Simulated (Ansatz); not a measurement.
# A relaxation, step by step

Si2NH8F3, closed shell, PBE0-D4/def2-TZVP (Ansatz 0.2.0). Settings:

```yaml
hamiltonian: {xc: pbe0, dispersion: d4}
relax: {f_tol: 0.005, max_steps: 200}
```

Start, a step off a saddle point along its unstable mode:

```xyz
14
angstrom
Si -0.1714 -0.2224 -0.3878
Si -0.8200 -0.7837 1.9701
F -0.8878 -1.3315 -1.2882
F 1.3076 -0.9299 -0.2215
H -1.1478 0.9340 -0.5529
H 1.1601 1.5877 -1.7233
N 0.7623 0.6740 -1.9639
H 0.4564 0.8542 1.1535
F 0.8639 1.3847 0.8070
H -1.9360 0.0218 2.5620
H -1.3800 -2.1163 1.5850
H 0.1551 -1.0194 3.0986
H 1.5281 0.1112 -2.3218
H 0.1094 0.8356 -2.7169
```

| step | energy less the last (meV) | largest force component (eV/Å) |
| --- | --- | --- |
| 1 | 2434.1 | 15.010 |
| 3 | 498.3 | 1.029 |
| 5 | 313.9 | 1.133 |
| 7 | 213.0 | 1.177 |
| 9 | 132.6 | 1.489 |
| 11 | 43.4 | 0.227 |
| 13 | 38.1 | 0.491 |
| 15 | 30.6 | 0.109 |
| 17 | 27.5 | 0.097 |
| 19 | 17.5 | 0.660 |
| 21 (rejected trial) | 28.3 | 0.258 |
| 23 | 2.3 | 0.145 |
| 25 | 0.2 | 0.026 |
| 27 | 0.0 | 0.002 |
| 28 | 0.0 | 0.004 |

Step 19, positions (Å) and forces (eV/Å):

```tsv
atom	x	y	z	Fx	Fy	Fz
Si1	-0.234	-0.181	-0.424	0.222	0.033	-0.041
Si2	-0.991	-0.938	1.688	-0.002	-0.044	-0.070
F3	-1.072	-1.175	-1.389	0.052	0.056	0.082
F4	1.332	-0.551	-0.185	-0.274	0.028	-0.067
H5	-0.674	1.246	-0.406	0.028	-0.072	0.020
H6	1.270	1.199	-2.188	-0.012	-0.008	0.013
N7	0.587	0.462	-2.327	-0.027	-0.056	-0.061
H8	0.919	0.958	2.310	0.396	0.654	-0.317
F9	1.383	1.712	1.979	-0.433	-0.660	0.306
H10	-2.399	-0.554	1.979	-0.048	0.021	0.011
H11	-0.852	-2.400	1.936	0.023	-0.001	0.014
H12	-0.178	-0.270	2.761	0.035	0.018	0.078
H13	1.050	-0.314	-2.789	0.000	0.037	-0.001
H14	-0.142	0.807	-2.944	0.040	-0.006	0.034
```

Last step (28):

```
atom    x (Å)    y (Å)    z (Å)
 Si1  -0.1894  -0.1720  -0.4121
 Si2  -0.9523  -0.9397   1.7006
  F3  -1.1304  -1.0922  -1.3492
  F4   1.3443  -0.6526  -0.2526
  H5  -0.5207   1.2757  -0.3563
  H6   1.3242   1.1334  -2.2284
  N7   0.5885   0.4470  -2.3563
  H8   0.7918   0.9999   2.3268
  F9   1.2440   1.7428   1.9950
 H10  -2.3739  -0.5799   1.9687
 H11  -0.7879  -2.4005   1.9393
 H12  -0.1770  -0.2808   2.8142
 H13   0.9788  -0.3411  -2.8619
 H14  -0.1399   0.8600  -2.9278
```

Hardware: 5 CPU threads of an AMD EPYC 7R13 and a share of one NVIDIA H100, shared host. Wall time 86 s; peak host memory 0.88 GiB.
